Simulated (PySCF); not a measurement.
PySCF 2.14 output of an unrestricted TPSS calculation on a single atom or ion in 6-31G*, with the non-relativistic Hamiltonian (point nucleus):

```
SCF conv_tol = 1e-09
number electrons alpha = 4  beta = 2
    J. Tao, J. P. Perdew, V. N. Staroverov, and G. E. Scuseria.,  Phys. Rev. Lett. 91, 146401 (2003)
    J. P. Perdew, J. Tao, V. N. Staroverov, and G. E. Scuseria.,  J. Chem. Phys. 120, 6898 (2004)
    J. Tao, J. P. Perdew, V. N. Staroverov, and G. E. Scuseria.,  Phys. Rev. Lett. 91, 146401 (2003)
    J. P. Perdew, J. Tao, V. N. Staroverov, and G. E. Scuseria.,  J. Chem. Phys. 120, 6898 (2004)
cycle= 1 E= -95.4709543300659  delta_E= -0.00139  |g|= 0.00356  |ddm|= 0.0337
cycle= 2 E= -95.4709583946339  delta_E= -4.06e-06  |g|= 0.000283  |ddm|= 0.00195
cycle= 3 E= -95.4709584208638  delta_E= -2.62e-08  |g|= 4.9e-05  |ddm|= 0.000205
cycle= 4 E= -95.4709584216482  delta_E= -7.84e-10  |g|= 3.52e-07  |ddm|= 3.59e-05
converged SCF energy = -95.4709584216482  <S^2> = 2.0010822  2S+1 = 3.0007214
```

The run itself started from symmetry-adapted Hartree-Fock orbitals and held the occupation by maximum overlap, on a logarithmic radial grid, so the iterations belong to that start.

**Question.** Which element, charge and spin multiplicity is this?

**Answer.** F³⁺ (fluorine, charge +3), multiplicity 3; the state was [He] 2s2 2p2, high-spin 3P determinant.
